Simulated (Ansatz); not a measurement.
1-ethyl-3-methylimidazolium hexafluoroantimonate (C₆H₁₁F₆N₂Sb), relaxed as a singlet with RKS PBE-D4/def2-SVP in Ansatz, starting from the GFN2-xTB geometry. Force threshold 0.03 eV/Å.

In the def2 sets Sb takes a core potential; there is no spin–orbit coupling.

Start:

```csv
atom,x (Å),y (Å),z (Å)
C1,-2.907,-0.680,-1.737
C2,-1.444,-0.950,-1.399
N3,-0.864,0.166,-0.692
C4,-0.500,1.350,-1.253
C5,-0.016,2.138,-0.255
N6,-0.100,1.424,0.899
C7,0.384,1.857,2.179
C8,-0.613,0.234,0.610
H9,-3.318,-1.531,-2.271
H10,-3.008,0.204,-2.363
H11,-3.490,-0.532,-0.831
H12,-1.349,-1.838,-0.774
H13,-0.863,-1.114,-2.308
H14,-0.583,1.540,-2.302
H15,0.392,3.126,-0.287
H16,1.454,1.652,2.250
H17,-0.117,1.304,2.970
H18,0.210,2.925,2.299
H19,-0.753,-0.566,1.312
F20,2.934,-3.169,1.507
Sb21,2.575,-1.579,0.565
F22,4.162,-0.720,1.132
F23,1.635,-0.837,2.097
F24,3.292,-2.233,-1.054
F25,2.064,0.068,-0.347
F26,0.822,-2.240,0.052
```

```tsv
step	energy (eV)	largest force component (eV/Å)	SCF passes
1	-32177.1561	1.335	22
2	-32177.3838	0.439	21
3	-32177.4732	0.252	21
4 (rejected)	-32177.4368	0.992	20
5	-32177.4915	0.083	21
6	-32177.5019	0.117	21
7	-32177.5137	0.104	20
8	-32177.5216	0.199	19
9	-32177.5320	0.144	21
10	-32177.5431	0.081	20
11	-32177.5496	0.238	20
12	-32177.5570	0.102	22
13	-32177.5608	0.050	21
14	-32177.5693	0.090	21
15	-32177.5720	0.223	21
16	-32177.5767	0.092	22
17	-32177.5795	0.030	21
18	-32177.5811	0.040	21
19	-32177.5815	0.054	21
20	-32177.5820	0.024	23
```

Force components are those of the run's own axes.

End:

Cartesian coordinates in Å:
```
C -2.871 -0.984 -1.486
C -1.387 -0.712 -1.709
N -0.902 0.445 -0.940
C -0.894 1.770 -1.343
C -0.327 2.495 -0.322
N -0.015 1.599 0.686
C 0.750 1.885 1.899
C -0.369 0.365 0.291
H -3.181 -1.861 -2.088
H -3.501 -0.122 -1.788
H -3.080 -1.214 -0.422
H -0.751 -1.566 -1.402
H -1.167 -0.498 -2.775
H -1.278 2.084 -2.318
H -0.108 3.564 -0.237
H 1.776 2.185 1.612
H 0.821 0.952 2.487
H 0.252 2.687 2.477
H -0.190 -0.553 0.868
F 2.310 -3.598 1.692
Sb 2.408 -1.827 0.932
F 3.828 -1.287 2.125
F 1.061 -1.190 2.254
F 3.617 -2.382 -0.467
F 2.354 -0.007 0.186
F 0.846 -2.230 -0.212
```

By distances, no bond broke or formed. The bond that changes most is Sb21–F23, from 1.95 to 1.99 Å (atoms count from 1). A close non-bonded pair moves further: H17–F23, from 2.90 to 2.17 Å.

The force fell under the threshold at step 17, but the optimiser went on and released 0.003 eV more. No frequencies were taken in this run, so the end may be a saddle point.

It took 99 s on 4 threads of Arm Neoverse V2 on a shared host.
